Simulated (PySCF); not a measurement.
# Spin states and ions at one geometry of OsS3F2

PySCF 2.14.0, RKS B3LYP, Os def2-SVP with ECP60, S def2-SVP, F def2-SVP; non-relativistic Hamiltonian with scalar-relativistic core potentials where named; density fitting; no spin-orbit coupling; singlets restricted, open shells unrestricted. The geometry is relaxed for charge 0, singlet, vacuum:

```xyz
6

Os   -0.0467    0.0000    0.0000
S    -1.1134    0.0000    1.8417
S    -1.1134    0.0000   -1.8417
S     2.0818    0.0000    0.0000
F    -0.0459    1.9330    0.0000
F    -0.0459   -1.9330    0.0000
```

Energies count from the relaxed state; an electron taken off or put on is at rest in vacuum. Charges and spins are Mulliken's.

**Question.** Order these states by energy, lowest first.
A. charge -1, doublet, vacuum
B. charge 0, singlet, vacuum
C. charge +1, doublet, vacuum
D. charge 0, triplet, vacuum

**Answer.** A (-3.48 eV), B (0.00 eV), D (1.01 eV), C (10.06 eV).

**Question.** How do charge and spin on the first atom follow?

**Answer.** 
```json
{"state": "charge 0, singlet, vacuum", "spin squared": "0.00", "charge on Os1 (e)": "0.66", "spin on Os1 (e)": "0.00", "dipole about the centre of mass (D)": "0.01"}
{"state": "charge 0, triplet, vacuum", "spin squared": "2.12", "charge on Os1 (e)": "0.60", "spin on Os1 (e)": "0.33", "dipole about the centre of mass (D)": "0.03"}
{"state": "charge +1, doublet, vacuum", "spin squared": "0.99", "charge on Os1 (e)": "0.69", "spin on Os1 (e)": "-0.59", "dipole about the centre of mass (D)": "0.01"}
{"state": "charge -1, doublet, vacuum", "spin squared": "0.84", "charge on Os1 (e)": "0.56", "spin on Os1 (e)": "0.44", "dipole about the centre of mass (D)": "0.53"}
```

With an electron taken off (doublet) the charges change, summed by element, by Os +0.03 e, S +0.85 e, F +0.12 e. The vertical ionisation energy is 10.06 eV, against −ε(HOMO) = 8.01 eV of the relaxed state. The level lies 2.0 eV too high, as is usual for semilocal functionals and global hybrids, which keep a self-interaction error.

With an electron put on (doublet) the charges change, summed by element, by Os -0.11 e, S -0.79 e, F -0.10 e. The vertical electron affinity is 3.48 eV, against −ε(LUMO) = 5.47 eV of the relaxed state. The basis has no diffuse functions, which an added electron needs.

Open shells may have lower solutions than those found.
